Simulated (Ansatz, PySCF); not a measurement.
Gas-phase reaction in SMILES: OBO [boronic acid] + B (BH3) -> 2 BO (H3BO) [borinic acid]
Structures are relaxed separately at B3LYP-D3(BJ)/def2-TZVP in Ansatz (a program for electronic structure), one conformer each, not searched for the lowest. Frequencies are from Ansatz or PySCF.

Quantity: bond separation energy (enthalpy at 298 K, with B3LYP-D3(BJ) rigid-rotor harmonic-oscillator terms), in kcal/mol. Cores are frozen in the correlated levels unless marked. No spin-orbit coupling. Non-relativistic. CBS(X,Y): correlation extrapolated as X^-3; Hartree-Fock from the larger set.

```csv
level,program,bond separation energy (kcal/mol)
HF-D3(BJ)/def2-TZVPD,PySCF + dftd3,?
PBE/def2-TZVPD,Ansatz,?
BP86-D4/def2-TZVPD,PySCF + dftd4,?
r2SCAN-D4/def2-TZVPD,Ansatz + dftd4,-1.3
PBE0/def2-QZVPP,Ansatz,-1.8
TPSSh/def2-TZVPD,PySCF,?
PW6B95-D4/def2-TZVPD,PySCF + dftd4,-2.0
HSE06/def2-TZVPD,Ansatz,-1.8
B2GP-PLYP-D4/def2-TZVPD,Ansatz + dftd4,-1.2
SCS-MP2/aug-cc-pVTZ,Ansatz,-1.0
SCS-MP2/cc-pVQZ,Ansatz,-1.3
CCSD/aug-cc-pVTZ,Ansatz,-0.7
CCSD/cc-pwCVTZ,Ansatz,-1.2
"CCSD(T)/CBS(cc-pVTZ,cc-pVQZ)",Ansatz,-1.3
```

Task: Fill in the missing entries.

Result: 
- HF-D3(BJ)/def2-TZVPD, bond separation energy (kcal/mol): 1.4
- PBE/def2-TZVPD, bond separation energy (kcal/mol): -3.0
- BP86-D4/def2-TZVPD, bond separation energy (kcal/mol): -2.8
- TPSSh/def2-TZVPD, bond separation energy (kcal/mol): -2.5
